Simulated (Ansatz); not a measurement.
`OC[SiH2]Br` and `OC[SiH2]F` differ in one element.

Ansatz, PBE0-D4/def2-TZVP geometries, multiplicity 1. Each molecule was computed in one conformer, which needn't be the lowest.

Scalar relativity is left out up to krypton.

| property | `OC[SiH2]Br` |
| --- | --- |
| HOMO–LUMO gap (ωB97M-V/def2-TZVPP) / eV | 11.61 |
| HOMO energy (PBE0/def2-TZVPP) / eV | -7.78 |
| LUMO energy (ωB97M-V/def2-TZVPP) / eV | 1.51 |
| HOMO energy (B3LYP/def2-TZVPP) / eV | -7.55 |
| zero-point energy (PBE0-D4/def2-TZVP) / kJ/mol | 158.6 |
| LUMO energy (B3LYP/def2-TZVPP) / eV | -0.51 |

Q: What does the change do to each property? (Best estimate.)

A: Computed: 
| property | `OC[SiH2]F` | shift |
| --- | --- | --- |
| HOMO–LUMO gap (ωB97M-V/def2-TZVPP) / eV | 11.76 | 0.15 |
| HOMO energy (PBE0/def2-TZVPP) / eV | -7.74 | 0.04 |
| LUMO energy (ωB97M-V/def2-TZVPP) / eV | 1.67 | 0.16 |
| HOMO energy (B3LYP/def2-TZVPP) / eV | -7.51 | 0.04 |
| zero-point energy (PBE0-D4/def2-TZVP) / kJ/mol | 162.6 | 4.0 |
| LUMO energy (B3LYP/def2-TZVPP) / eV | -0.29 | 0.22 |

B3LYP here is the variant with VWN-RPA as its local correlation; programs differ in this.

Spin–orbit coupling is left out; it splits and shifts lone-pair levels of the heavy atoms by tenths of an eV.
